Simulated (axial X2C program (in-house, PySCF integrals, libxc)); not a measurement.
**IrAs: properties at the nuclei**

Computed with an in-house all-electron X2C program for linear molecules (integrals from PySCF): two-component X2C with atomic mean-field Coulomb and Gaunt terms, Gaussian nuclei, basis Ir dyall-cv3z, As dyall-cv3z with contracted cores.

R = 2.183 Å (near the PBE0 minimum at charge 0 of the determinant lowest at the starting distance; the state shown can have its own minimum elsewhere).

Input and command:
```json
{"zs": [77, 33], "q": 0, "bas": ["dyall-cv3z", "dyall-cv3z"], "r0": 2.43, "levels": ["PBE0", "HF", "B3LYP", "TPSSh", "PBE"], "nst": 3}
```
```bash
python soeom.py task.json out
```

Keys: zs atomic numbers; q charge; bas basis sets; r0 starting distance in Å; levels methods; nst determinants followed.

Determinant lowest in the PBE0 search, Ω = 0 (closed shell), highest spinor 99% Ir d:

| level | qzz Ir (a.u.) | qzz As (a.u.) | μ (D) |
| --- | --- | --- | --- |
| PBE0 | 8.46 | -3.21 | -0.35 |
| B3LYP | 8.81 | -2.97 | -0.03 |
| TPSSh | 8.60 | -3.04 | -0.21 |
| PBE | 9.15 | -2.79 | 0.31 |

qzz is the electric field gradient, eQq0 = 234.96 MHz × Q/barn × qzz; μ is positive if the As end (last atom) is positive. The operators were transformed with the bare-nucleus X2C matrices; with these basis sets, hyperfine constants and field gradients can be off by tens of per cent, and where levels differ in sign neither size nor sign is settled.

Problem. With Q(193Ir) = 0.751 barn, Q(75As) = 0.311 barn (Q from Pyykkö, Mol. Phys. 2018), turn the PBE0 values of the first state into constants in MHz.

Solution. eQq0(193Ir) = 234.96 × (0.751) × (8.46) = 1490 MHz; eQq0(75As) = 234.96 × (0.311) × (-3.21) = -235 MHz.

Each state is one determinant with collinear spin. Left out as unconverged or as another state under the same occupation: HF in at least one table. States lie within half an eV, so the first need not be the ground state. Further determinants of the search, some of them spin-mixed, are not shown.
